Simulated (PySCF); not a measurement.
Cl₂Se, charge +1, doublet, geometry from GFN2-xTB (a state made from the parent by changing its charge; the spin is typed, not shown lowest). Base run: PySCF with HF/aug-cc-pVDZ.

Input for PySCF:
```python
from pyscf import gto, scf

mol = gto.Mole()
mol.atom = '''
    Se    0.00125977    0.00114573    0.64595924
    Cl    1.04566240    1.26466714   -0.65024613
    Cl   -1.04818193   -1.26695861   -0.64167234
'''
mol.basis = 'aug-cc-pvdz'
mol.charge = 1
mol.spin = 1
mol.verbose = 5
mol.build()

mf = scf.UHF(mol)
mf.kernel()
mf.analyze()
```

Variants of this job, named by their change:

| change | ΔE vs base (mEh) | fitting functions |
|---|---|---|
| base | 0.000 | - |
| auxbasis = even-tempered beta=2.0 | 0.036 | 791 |
| auxbasis = cc-pvtz-jkfit | 0.125 | 449 |
| auxbasis = def2-svp-ri | -330.3 | 251 |
| auxbasis = cc-pvqz-jkfit | 0.042 | 514 |
| auxbasis = cc-pvtz-ri | -2430.0 | 410 |
| auxbasis = def2-universal-jkfit | 0.120 | 522 |
| auxbasis = even-tempered beta=3.0 | -30.464 | 511 |
| auxbasis = def2-universal-jfit | 27402.6 | 160 |
| auxbasis = default (with mf = mf.density_fit()) | 630.4 | 450 |

A fitting set is made for a task (jfit for Coulomb, jkfit for Coulomb and exchange, ri for correlation) and for a family of orbital bases.

Open shells are given as the SCF converged; they aren't shown to be the lowest states, and a large step between rows can be another state.
